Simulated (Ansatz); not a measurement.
Geometry optimisation, RKS PBE0-D4/def2-SVP (Ansatz 0.2.0).

Input:

```yaml
crystal:
  periodic: [false, false, false]
  atoms:
    - { symbol: B, position_ang: [-0.364555, -0.39425, 1.200215] }
    - { symbol: C, position_ang: [1.164492, -0.254862, 0.781643] }
    - { symbol: O, position_ang: [-1.210052, -0.041873, 0.085378] }
    - { symbol: C, position_ang: [-0.883515, 0.438251, -1.367862] }
    - { symbol: H, position_ang: [0.206618, 0.422867, -1.321189] }
    - { symbol: H, position_ang: [-0.918922, -0.721035, 2.219082] }
    - { symbol: H, position_ang: [1.369689, 0.808564, 0.573531] }
    - { symbol: H, position_ang: [1.350637, -0.81094, -0.151056] }
    - { symbol: H, position_ang: [1.911387, -0.592211, 1.51677] }
    - { symbol: H, position_ang: [-1.315221, -0.294458, -2.057084] }
    - { symbol: H, position_ang: [-1.310558, 1.439947, -1.479627] }
basis:
  gaussian: { orbitals: def2-SVP }
hamiltonian:
  xc: pbe0
  dispersion: d4
relax:
  f_tol: 0.03
  max_steps: 50
```

Launched with:

```bash
$ ansatz run input.yaml --threads 2 --pin off --max-ram 3072MiB --backend cpu --events-out ev --progress --plain --runs-dir out
```

Q: Where does it end, and by what steps?

A: The forces met the threshold. After 6 steps the energy has fallen by 0.875 eV; H9 moved furthest, 0.22 Å.

| step | energy less start (eV) | largest force component (eV/Å) | accepted |
| --- | --- | --- | --- |
| 0 | 0.0000 | 4.292 | yes |
| 1 | -0.6980 | 2.092 | yes |
| 2 | -0.8534 | 0.375 | yes |
| 3 | -0.8700 | 0.268 | yes |
| 4 | -0.8747 | 0.091 | yes |
| 5 | -0.8751 | 0.036 | yes |
| 6 | -0.8752 | 0.006 | yes |

```xyz
11
Properties=species:S:1:pos:R:3
B -0.353 -0.338 0.999
C 1.208 -0.259 0.793
O -1.256 -0.027 0.045
C -0.944 0.408 -1.251
H 0.140 0.469 -1.434
H -0.853 -0.682 2.050
H 1.528 0.779 0.593
H 1.542 -0.857 -0.072
H 1.758 -0.610 1.677
H -1.386 -0.286 -1.984
H -1.386 1.403 -1.417
```

Whether the end is a true minimum wasn't checked by a vibrational analysis.

Time of the run: 13 s on 2 threads of Arm Neoverse V2, with other jobs on the host, peak memory 0.17 GiB.
